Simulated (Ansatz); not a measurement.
```yaml
crystal:
  periodic: [false, false, false]
  atoms:
    - {symbol: Na, position_ang: [-3.740555, -3.839861, -3.839304]}
    - {symbol: Na, position_ang: [-1.274102, -1.261192, -4.022721]}
    - {symbol: Na, position_ang: [1.274670, 1.265983, -4.019074]}
    - {symbol: Na, position_ang: [3.741020, 3.842407, -3.832184]}
    - {symbol: Na, position_ang: [-1.279730, -4.005015, -1.266643]}
    - {symbol: Na, position_ang: [1.196513, -1.386200, -1.401169]}
    - {symbol: Na, position_ang: [3.617011, 1.310084, -1.310544]}
    - {symbol: Na, position_ang: [1.273470, -4.004748, 1.262605]}
    - {symbol: Na, position_ang: [3.613155, -1.323158, 1.311451]}
    - {symbol: Na, position_ang: [3.733068, -3.851912, 3.838308]}
    - {symbol: Na, position_ang: [-3.611793, -1.315304, -1.313406]}
    - {symbol: Na, position_ang: [-1.201454, 1.390777, -1.401170]}
    - {symbol: Na, position_ang: [1.277838, 3.997644, -1.258936]}
    - {symbol: Na, position_ang: [-1.204363, -1.393093, 1.402083]}
    - {symbol: Na, position_ang: [1.199769, 1.381699, 1.403276]}
    - {symbol: Na, position_ang: [1.272752, -1.267605, 4.022862]}
    - {symbol: Na, position_ang: [-3.613736, 1.313723, 1.316868]}
    - {symbol: Na, position_ang: [-1.278296, 3.998543, 1.267753]}
    - {symbol: Na, position_ang: [-1.272325, 1.257893, 4.023348]}
    - {symbol: Na, position_ang: [-3.739712, 3.838834, 3.839896]}
basis:
  gaussian: {orbitals: def2-TZVP, fitting: {mean_field: def2-universal-jkfit}}
total_charge: 1
magnetization: {spin_polarized: true, initial_magnetization: 1}
hamiltonian: {xc: {name: revPBE}}
scf: {omitted_lower_state_checks: [starts]}
output: {forces: true}
```

```sh
$ ansatz run in.yaml --threads 2 --pin off --events-out ev --progress --plain --max-ram 22528MiB --backend cuda --devices 0, --max-vram 18GiB
```

Shortened log:

```
Functional definition: revPBE
2240 factors; integrals over basis functions are off by at most 3.8e-1 eV
mean field evaluation 1: about -88278.9380 eV, gradient 4.5e1 eV
mean field evaluation 2: about -88165.3004 eV, gradient 7.7e1 eV
mean field evaluation 4: about -88301.7782 eV, gradient 1.3e1 eV
mean field evaluation 8: about -88304.0724 eV, gradient 4.0e0 eV
mean field evaluation 16: about -88304.3913 eV, gradient 2.5e-2 eV
mean field evaluation 32: about -88304.3913 eV, gradient 8.5e-5 eV
mean field -88304.39129621 eV, -3245.1265252695 hartree, gradient 3.9e-6 eV, S^2 0.772026; 0 other end points of the search recorded, 0 dependent functions left out
reference -88304.39144577 eV, -3245.1265307658 hartree; 110, 109 occupied and 530, 531 virtual orbitals, 2240 factors
Total energy: -88304.39144577 eV, -3245.1265307658 hartree
Atom 0 at    -3.740555    -3.839861    -3.839304 Å, force    -0.030494    -0.026648    -0.028175 eV/Å
Atom 1 at    -1.274102    -1.261192    -4.022721 Å, force    -0.006296    -0.004360    -0.044942 eV/Å
Atom 2 at     1.274670     1.265983    -4.019074 Å, force     0.006197     0.004143    -0.044777 eV/Å
Atom 3 at     3.741020     3.842407    -3.832184 Å, force     0.030063     0.026413    -0.027112 eV/Å
Atom 4 at    -1.279730    -4.005015    -1.266643 Å, force    -0.003748    -0.045669    -0.003281 eV/Å
Atom 5 at     1.196513    -1.386200    -1.401169 Å, force     0.025367    -0.024864    -0.019849 eV/Å
Atom 6 at     3.617011     1.310084    -1.310544 Å, force     0.040964     0.001356    -0.001687 eV/Å
Atom 7 at     1.273470    -4.004748     1.262605 Å, force     0.004155    -0.046526     0.003510 eV/Å
Atom 8 at     3.613155    -1.323158     1.311451 Å, force     0.041460    -0.000741     0.002061 eV/Å
Atom 9 at     3.733068    -3.851912     3.838308 Å, force     0.029829    -0.025896     0.026959 eV/Å
Atom 10 at    -3.611793    -1.315304    -1.313406 Å, force    -0.042082    -0.000670    -0.001734 eV/Å
Atom 11 at    -1.201454     1.390777    -1.401170 Å, force    -0.026110     0.022919    -0.020140 eV/Å
Atom 12 at     1.277838     3.997644    -1.258936 Å, force     0.005367     0.046944    -0.003209 eV/Å
Atom 13 at    -1.204363    -1.393093     1.402083 Å, force    -0.024076    -0.023305     0.021559 eV/Å
Atom 14 at     1.199769     1.381699     1.403276 Å, force     0.025346     0.024240     0.019548 eV/Å
Atom 15 at     1.272752    -1.267605     4.022862 Å, force     0.006822    -0.005934     0.043859 eV/Å
Atom 16 at    -3.613736     1.313723     1.316868 Å, force    -0.041880    -0.000099     0.000764 eV/Å
Atom 17 at    -1.278296     3.998543     1.267753 Å, force    -0.002872     0.046656     0.003053 eV/Å
Atom 18 at    -1.272325     1.257893     4.023348 Å, force    -0.007849     0.005699     0.045082 eV/Å
Atom 19 at    -3.739712     3.838834     3.839896 Å, force    -0.030164     0.026343     0.028511 eV/Å
Dipole moment:     0.001064    -0.000387     0.000448 e Å
Checks for a lower state left out: starts
```

Hardware: 2 threads of AMD EPYC 7R13 on a shared host and a share (18 GiB) of an NVIDIA H100 80GB HBM3. Wall time 14 s, peak host memory 1.4 GiB.

The dipole of an ion depends on the origin.
